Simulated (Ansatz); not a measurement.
Reaction (ligand exchange at the Si–C bond): `[SiH3]/C=C/[SiH3]` + `N=[C](O)[GaH2]` → `O/[C]([GaH2])=N/[SiH3]` + `C=C[SiH3]`

Computed with Ansatz on PBE0-D4/def2-TZVP structures; ΔE is electronic, products minus reactants. CCSD(T)/CBS adds triple-zeta CCSD(T) − MP2 to the extrapolated MP2 energy (def2 sets, frozen cores). This one scheme is used for every species. Double bonds are as drawn, so ΔE can hold a change between cis and trans. Functionals use def2-TZVPP. B3LYP here is the variant with VWN-RPA as its local correlation; programs differ in this. For Ga outer-core shells are correlated without core-valence functions, which leaves a few kJ/mol of doubt a bond. Scalar relativity is left out up to krypton. One conformer a species, not always the lowest.

`[SiH3]/C=C/[SiH3]`:

Z-matrix (Å, degrees):
```
Si
C 1 1.864
H 1 1.488 2 110.6
H 1 1.486 2 108.8 3 120.4
H 1 1.488 2 110.6 3 -119.2
C 2 1.337 1 123.6 3 -120.6
H 2 1.091 1 118.1 3 59.4
Si 6 1.864 2 123.6 1 -180.0
H 6 1.091 2 118.3 1 0.0
H 8 1.488 6 110.6 2 -120.5
H 8 1.488 6 110.6 2 120.3
H 8 1.486 6 108.8 2 -0.1
```

`N=[C](O)[GaH2]`:

Z-matrix (Å, degrees):
```
C
O 1 1.348
Ga 1 1.998 2 115.1
N 1 1.268 2 118.8 3 180.0
H 2 0.972 1 106.6 3 -180.0
H 3 1.562 1 122.4 2 0.4
H 3 1.569 1 113.8 2 -179.6
H 4 1.015 1 111.6 2 179.9
```

`O/[C]([GaH2])=N/[SiH3]`:

Z-matrix (Å, degrees):
```
Si
N 1 1.714
H 1 1.482 2 113.7
H 1 1.482 2 113.7 3 127.5
H 1 1.541 2 106.7 3 -116.3
C 2 1.277 1 113.9 3 116.3
Ga 6 2.024 2 122.3 1 0.0
O 6 1.337 2 120.0 1 -180.0
H 7 1.564 6 118.0 2 -94.7
H 7 1.564 6 118.0 2 94.6
H 8 0.973 6 107.1 2 -0.0
```

`C=C[SiH3]`:

Z-matrix (Å, degrees):
```
Si
C 1 1.859
H 1 1.488 2 110.8
H 1 1.487 2 109.0 3 -120.3
H 1 1.488 2 110.8 3 119.3
C 2 1.330 1 123.1 3 120.2
H 2 1.089 1 118.8 3 -59.8
H 6 1.087 2 122.2 1 -180.0
H 6 1.087 2 121.7 1 0.0
```

```tsv
level	ΔE (kcal/mol)	difference from CCSD(T)/CBS
PBE-D4	-14.4	0.9
r2SCAN-D4	-16.1	-0.8
PBE0-D4	-15.0	0.3
B3LYP-D4	-14.7	0.6
ωB97X-V	-14.7	0.6
ωB97M-V	-15.1	0.2
B2PLYP	-14.6	0.7
PBE	-13.7	1.6
r2SCAN	-16.0	-0.7
PBE0	-14.4	0.9
B3LYP	-13.5	1.8
HF/def2-TZVPP	-14.0	1.3
MP2/def2-TZVPP	-15.9	-0.6
SCS-MP2/def2-TZVPP	-15.1	0.2
CCSD/def2-TZVPP	-14.9	0.4
CCSD(T)/def2-TZVPP	-15.2	0.1
HF/def2-QZVPP	-14.0	1.3
MP2/def2-QZVPP	-16.0	-0.7
SCS-MP2/def2-QZVPP	-15.1	0.2
HF/CBS(def2)	-14.0	1.3
MP2/CBS(def2)	-16.0	-0.7
CCSD/CBS(def2)	-14.9	0.4
CCSD(T)/CBS	-15.3	0
```

Largest T1 diagnostic among the species: 0.015.

From PBE to PBE0 (25 % exact exchange), in def2-TZVPP and without D4, ΔE moves by −0.7 kcal/mol. In def2-TZVPP, CCSD(T) changes the Hartree–Fock value by −1.3 kcal/mol (the triples alone add −0.4 kcal/mol) and MP2 by −1.9 kcal/mol. The D4 term adds −1.2 kcal/mol with B3LYP and −0.6 kcal/mol with PBE0; it sums over pairs of atoms, weighted by their polarisabilities, and B3LYP, whose exchange is more repulsive, gets the larger term.
